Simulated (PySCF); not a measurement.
How do the members of this family differ from one of them?

PySCF, B3LYP/def2-SVPD, density fitting, gas phase; each molecule at its own GFN2-xTB geometry, one conformer. Singlet excitations by full TDDFT with frozen cores and triplets by Tamm–Dancoff TDDFT. 

Torsions of the conformers computed, which needn't be the lowest (atom-mapped SMILES):
- `[CH3:1][N:2]([CH3:3])[c:4]1[p:5][c:6]([F:7])[cH:8][s:9]1`: C1–N2–C4–P5 -171°
- `[CH2:1]=[CH:2][c:3]1[p:4][c:5]([F:6])[cH:7][s:8]1`: C1–C2–C3–P4 180°
- `[F:1][c:2]1[p:3][cH:4][s:5][c:6]1[C:7]([F:8])([F:9])[F:10]`: S5–C6–C7–F8 -124°

Reference: `Fc1cscp1`, with HOMO energy -7.07 eV, LUMO energy -1.82 eV, lowest singlet excitation 4.81 eV, lowest triplet excitation 3.22 eV, mean polarisability 75.2 au and dipole moment 1.93 D.

Changes against it:

```json
{"molecule": "C=Cc1pc(F)cs1", "change": "H replaced by vinyl", "Δ HOMO energy (eV)": "+0.58", "Δ LUMO energy (eV)": "-0.57", "Δ lowest singlet excitation (eV)": "-0.93", "Δ lowest triplet excitation (eV)": "-0.87", "Δ mean polarisability (au)": "+31.8", "Δ dipole moment (D)": "+0.02"}
{"molecule": "N#Cc1pc(F)cs1", "change": "H replaced by CN", "Δ HOMO energy (eV)": "-0.59", "Δ LUMO energy (eV)": "-1.24", "Δ lowest singlet excitation (eV)": "-0.55", "Δ lowest triplet excitation (eV)": "-0.49", "Δ mean polarisability (au)": "+18.8", "Δ dipole moment (D)": "+1.97"}
{"molecule": "N#Cc1scpc1F", "change": "H replaced by CN", "Δ HOMO energy (eV)": "-0.59", "Δ LUMO energy (eV)": "-0.89", "Δ lowest singlet excitation (eV)": "-0.24", "Δ lowest triplet excitation (eV)": "-0.18", "Δ mean polarisability (au)": "+18.5", "Δ dipole moment (D)": "+2.67"}
{"molecule": "Fc1pcsc1C(F)(F)F", "change": "H replaced by CF3", "Δ HOMO energy (eV)": "-0.48", "Δ LUMO energy (eV)": "-0.55", "Δ lowest singlet excitation (eV)": "-0.04", "Δ lowest triplet excitation (eV)": "-0.01", "Δ mean polarisability (au)": "+14.6", "Δ dipole moment (D)": "+1.20"}
```

Rows whose labels were lost:

| row | Δ HOMO energy (eV) | Δ LUMO energy (eV) | Δ lowest singlet excitation (eV) | Δ lowest triplet excitation (eV) | Δ mean polarisability (au) | Δ dipole moment (D) |
| --- | --- | --- | --- | --- | --- | --- |
| P | +1.55 | +0.95 | -0.50 | -0.31 | +39.1 | +2.47 |
| Q | +0.03 | -0.20 | -0.16 | -0.15 | +28.6 | -0.10 |

Task: Which row belongs to which of `Fc1csc([SiH3])p1` (H replaced by SiH3) and `CN(C)c1pc(F)cs1` (H replaced by NMe2)?

Result: P = `CN(C)c1pc(F)cs1` and Q = `Fc1csc([SiH3])p1`. P and Q are told apart most clearly by the dipole moment (+2.47 against -0.10 D).
